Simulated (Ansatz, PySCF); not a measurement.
Noncovalent pair: NH3 (SMILES N) (first 4 atoms) with N2 (SMILES N#N); geometry from B3LYP-D3(BJ)/def2-TZVP, rigid monomers moved along the line of their centres of mass till H4···N6 is 3.69 Å.
(charge 0, multiplicity 1):
```xyz
6

N     -0.077    -0.118    -0.355
H      0.881     0.150    -0.549
H     -0.660     0.690    -0.537
H     -0.139    -0.319     0.637
N     -0.006    -0.058     5.407
N     -0.064    -0.196     4.327
```

Counterpoise-corrected where a basis set is named; no monomer relaxation.

Cores are frozen in the correlated methods. CBS(a, b) extrapolates the correlation energy as X⁻³ and adds the Hartree–Fock energy of set b.

Run with Ansatz (Gaussian basis) for Hartree–Fock, density functionals and correlated methods; PySCF for the dispersion terms. 

PBE/def2-TZVPPD gives -0.21 kcal/mol for the interaction energy.

Problem. Where do these levels fall relative to PBE: PBE-D3(BJ)/def2-TZVPPD, r2SCAN/def2-TZVPPD, B3LYP/def2-TZVPPD, wB97M-V/def2-TZVPPD, MP2/CBS(aug-cc-pVDZ, aug-cc-pVTZ), CCSD(T)/CBS(aug-cc-pVDZ, aug-cc-pVTZ).

Solution. PBE-D3(BJ)/def2-TZVPPD -0.10; r2SCAN/def2-TZVPPD 0.07; B3LYP/def2-TZVPPD 0.14; wB97M-V/def2-TZVPPD -0.01; MP2/CBS(aug-cc-pVDZ, aug-cc-pVTZ) -0.04; CCSD(T)/CBS(aug-cc-pVDZ, aug-cc-pVTZ) -0.03 kcal/mol. 2 of 6 lie above PBE; the widest gap is to B3LYP/def2-TZVPPD.

Ansatz is a quantum-chemistry and plane-wave program.
